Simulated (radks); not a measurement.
The numbers below are computed, except where a source is named.
Ionisation of the fluorine ion F3+, [He] 2s2 2p2, to [He] 2s2 2p1 as the strength of local exchange is varied. Level of theory: non-relativistic Kohn-Sham, Slater X-alpha exchange (alpha = 2/3 is LDA exchange), no correlation, spin-polarised, spherical densities, point nucleus; open shells are filled with parallel spins first (a radial shooting solver on a logarithmic mesh with Libxc functionals).

alpha,E(F3+) (hartree),exchange (hartree),IE (eV),-e of the level emptied (eV),<r> of it (bohr)
0.642,-94.12219,-7.15282,85.575,72.936 (2p),0.8236
0.667,-94.40101,-7.44659,86.383,73.736 (2p),0.8203
0.853,-96.49337,-9.66798,92.518,79.825 (2p),0.7962
0.933,-97.40301,-10.64282,95.223,82.520 (2p),0.7863
0.955,-97.65419,-10.91294,95.974,83.268 (2p),0.7836
0.981,-97.95161,-11.23331,96.866,84.158 (2p),0.7805

NIST Atomic Spectra Database: 87.18 eV (semi-empirical). The Delta-SCF value meets it near alpha = 0.69. Open shells are spherical and high-spin; term and fine-structure splittings are not resolved.
